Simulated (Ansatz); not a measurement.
Molecule (SMILES): F[Si]F (closed-shell singlet).
Geometry (B3LYP-D3(BJ)/def2-TZVP, fixed):
```
Si
F 1 1.6090
F 1 1.6090 2 100.76
```

Basis-set convergence of the dipole moment at PBE with Ansatz (a quantum-chemistry and plane-wave program). Dipoles come from the density behind the forces; the sign is taken along the dipole that this method gives in the largest set. Cartesian d functions, on some or all atoms, in 6-31G**; all else is spherical. No added dispersion term, no relativity. Reference: the value in aug-pcseg-3, 1.075 D, itself unsure by roughly 0.002 D (its mean distance from aug-cc-pV(Q+d)Z, def2-QZVPPD). Deviations are taken from unrounded values.

| basis | functions | dipole moment (D) | minus reference (D) |
|---|---|---|---|
| 6-31G** | 49 | 0.716 | -0.359 |
| cc-pV(D+d)Z | 51 | 0.908 | -0.167 |
| def2-SVPD | 70 | 1.124 | 0.049 |
| aug-pcseg-1 | 73 | 1.028 | -0.047 |
| aug-cc-pV(D+d)Z | 78 | 1.088 | 0.013 |
| pcseg-2 | 94 | 1.127 | 0.052 |
| def2-TZVPP | 104 | 1.026 | -0.049 |
| def2-TZVPD | 123 | 1.074 | -0.002 |
| 6-311++G(3df,3pd) | 125 | 1.064 | -0.011 |
| aug-pcseg-2 | 142 | 1.067 | -0.009 |
| def2-QZVPP | 184 | 1.064 | -0.012 |
| pcseg-3 | 184 | 1.083 | 0.008 |
| aug-cc-pV(Q+d)Z | 249 | 1.078 | 0.002 |

The smallest set listed that lies within 0.1 D of the reference with all its larger relatives (same family, alike in diffuse functions; a set with none counts only in the reference's own line) is def2-SVPD (70 functions, 0.049 D off). Inside, with no larger relative to test it: 6-311++G(3df,3pd). (Relatives not listed, tested too: jun-cc-pV(T+d)Z -0.003, def2-TZVPPD 0.000, aug-cc-pV(T+d)Z -0.003, def2-QZVP -0.012, def2-QZVPPD -0.001, aug-pcseg-3 0.000 D.)
